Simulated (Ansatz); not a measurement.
Mulliken charges of CH$_{4}$BFSe (`C[Se]BF`) from r2SCAN/def2-TZVPP in Ansatz (PBE0-D4/def2-TZVP geometry).

| atom | x (Å) | y (Å) | z (Å) | charge (e) |
| --- | --- | --- | --- | --- |
| C1 | -0.617 | 1.012 | -0.552 | -0.235 |
| Se2 | 0.737 | 0.681 | 0.813 | 0.029 |
| B3 | 0.806 | -1.235 | 0.688 | 0.188 |
| F4 | 1.634 | -1.902 | 1.474 | -0.240 |
| H5 | -0.942 | 0.061 | -0.968 | 0.096 |
| H6 | -1.458 | 1.526 | -0.092 | 0.098 |
| H7 | -0.182 | 1.633 | -1.333 | 0.098 |
| H8 | 0.114 | -1.832 | -0.086 | -0.035 |

Q: By hand: the dipole of these point charges (1 e Å = 4.8032 D).

A: Σ q r = (-0.329, 0.386, -0.301) e Å, of length 0.590 e Å = 2.83 D.

Q: How does the dipole of the full density compare? (Estimate.)

A: The calculation gave: (-0.306, 0.176, -0.298) e Å, 2.22 D; the point charges give 1.27 times that, at 19° from its direction.

Point charges leave out the atoms' own dipoles, such as those of lone pairs, and Mulliken's split depends on the basis, so the two needn't agree.
